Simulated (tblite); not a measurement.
C5H15B3O2.
Geometry (GFN2-xTB, Å), atoms numbered from 1 in this order:
```
atom  x, y, z in Å
B1    -0.8308   -1.2846    1.2617
C2    -0.7839   -0.4194   -0.0409
O3     0.3318    0.4740   -0.1644
B4     1.6191    0.0971   -0.0651
C5     2.1266   -1.4086    0.1847
O6     2.4864    1.1394   -0.2310
C7     3.8807    0.9944   -0.1902
B8    -2.1760    0.3744   -0.0716
C9    -2.1476    1.9317    0.1130
C10   -3.5267   -0.4102   -0.2773
H11   -1.5101   -2.2346    1.2930
H12   -0.2499   -0.9379    2.2134
H13   -0.7874   -1.0726   -0.9255
H14    1.3102   -2.0788    0.4470
H15    2.8573   -1.4510    0.9896
H16    2.6106   -1.8072   -0.7059
H17    4.2143    0.6350    0.7886
H18    4.2327    0.2948   -0.9549
H19    4.3160    1.9774   -0.3771
H20   -3.1193    2.3844    0.2965
H21   -1.7397    2.3876   -0.7892
H22   -1.4667    2.2266    0.9082
H23   -3.4060   -1.4321   -0.6267
H24   -4.1974    0.1040   -0.9633
H25   -4.0551   -0.4596    0.6753
```

Method: GFN2-xTB as coded in tblite; computed harmonic values from a numerical Hessian at the method's own geometry, unscaled. The method is semi-empirical: single wavenumbers can be off by several per cent or more. Modes of hydrogen on boron can be 10 to 20 % off. One conformer, not necessarily the lowest. The optimisation stopped once no atom felt more than 0.01 eV/Å.

Lowest wavenumbers of the output (negative numbers stand for imaginary wavenumbers):
```
mode    cm-1
  1     -23.0
  2      37.6
  3      53.5
  4      72.8
  5      85.1
  6      90.1
  7     104.7
  8     120.3
  9     171.7
 10     174.2
```

Is this structure a minimum?

Not by this Hessian. 1 mode is imaginary beyond 20i (23i cm⁻¹), so at this level the point lies at or near a first-order saddle. The curvature is small, so loose convergence or finite differences may be the whole cause.

Which atoms move in the imaginary mode?

23i: H21 (methyl hydrogen) 35 %, H22 (methyl hydrogen) 31 %, H20 (methyl hydrogen) 15 %. These are shares of the mass-weighted motion.

What is the remedy?

Step along that mode in both directions, optimise again with tighter thresholds and repeat the frequencies. The zero-point energy of this point (125.3 kcal/mol) counts the 68 real modes alone, and thermal corrections from it aren't those of a minimum.
